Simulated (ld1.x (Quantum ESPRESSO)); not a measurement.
## u(r) = r·R(r): atom against pseudo-atom (Mo (Z = 42))

Columns: radius, all-electron u(r) and pseudo u(r) of the 5p shell (level -5.78 eV) of molybdenum in the configuration [Kr] 4d5 5s0 5p0; Wu–Cohen, scalar-relativistic, TM scheme, ld1.x (Quantum ESPRESSO) 7.5.

| r (bohr) | all-electron | pseudo |
| --- | --- | --- |
| 0.195 | -0.0561 | -0.0029 |
| 0.390 | -0.1113 | -0.0116 |
| 0.585 | 0.0733 | -0.0261 |
| 0.780 | 0.2085 | -0.0465 |
| 0.975 | 0.2362 | -0.0729 |
| 1.170 | 0.1844 | -0.1052 |
| 1.365 | 0.0907 | -0.1432 |
| 1.560 | -0.0176 | -0.1867 |
| 1.755 | -0.1247 | -0.2346 |
| 1.950 | -0.2222 | -0.2855 |
| 2.145 | -0.3066 | -0.3374 |
| 2.340 | -0.3766 | -0.3877 |
| 2.535 | -0.4324 | -0.4336 |
| 2.730 | -0.4748 | -0.4725 |
| 2.925 | -0.5052 | -0.5028 |
| 3.120 | -0.5250 | -0.5236 |
| 3.315 | -0.5358 | -0.5353 |
| 3.510 | -0.5392 | -0.5391 |
| 3.705 | -0.5367 | -0.5367 |
| 3.900 | -0.5294 | -0.5294 |
| 4.095 | -0.5181 | -0.5181 |
| 4.290 | -0.5038 | -0.5038 |
| 4.485 | -0.4869 | -0.4869 |
| 4.680 | -0.4680 | -0.4680 |
| 4.875 | -0.4476 | -0.4476 |
| 5.070 | -0.4260 | -0.4260 |

**Question.** How many radial nodes do the two functions have?

**Answer.** The all-electron 5p function has n − l − 1 = 3 (the table is too coarse to show those close to the nucleus); the pseudo-wave has 0, since the states of the same l below it are removed with the core.

**Question.** At about which radius was the pseudo-wave matched?

**Answer.** 3.90 bohr. The columns agree to 0.0005 from 3.51 bohr on; several derivatives are matched, so the curves merge somewhat inside the radius.

**Question.** Is the pseudo-wave norm-conserving?

**Answer.** Yes: the TM scheme keeps the norm inside the radius equal to the all-electron one, which fixes the energy derivative of the logarithmic derivative at the level.
